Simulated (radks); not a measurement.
Species: the neon ion Ne2+. Configuration: [He] 2s2 2p4.

Method: non-relativistic Kohn-Sham, LDA (Slater exchange, Perdew-Wang correlation), spin-unpolarised, spherical densities, point nucleus; computed with a radial shooting solver on a logarithmic mesh with Libxc functionals.

Energy parts (eV):
| part | energy |
|---|---|
| total | -3423.219 |
| kinetic | 3411.895 |
| electron-nucleus | -7939.955 |
| Hartree | 1388.695 |
| exchange-correlation | -283.855 |

Orbitals (lengths in bohr, moments of r in powers of bohr; r(max) is where P^2 peaks):
orbital  occ.  eigenvalue (eV)  r(max)     <r>    <r^2>
1s          2        -875.2291  0.1033  0.1589  0.03402
2s          2         -77.5511  0.6628  0.8345   0.8335
2p          4         -54.9517  0.5796  0.8115   0.8336

The highest occupied level is 2p at -54.952 eV. Summed over all electrons, <r^2> = 5.069 bohr^2, which gives a Langevin (diamagnetic) susceptibility term of -4.01 x 10^-6 cm^3/mol. The electron density at the nucleus is 619.9 e/bohr^3. Virial ratio -V/T = 2.00332.
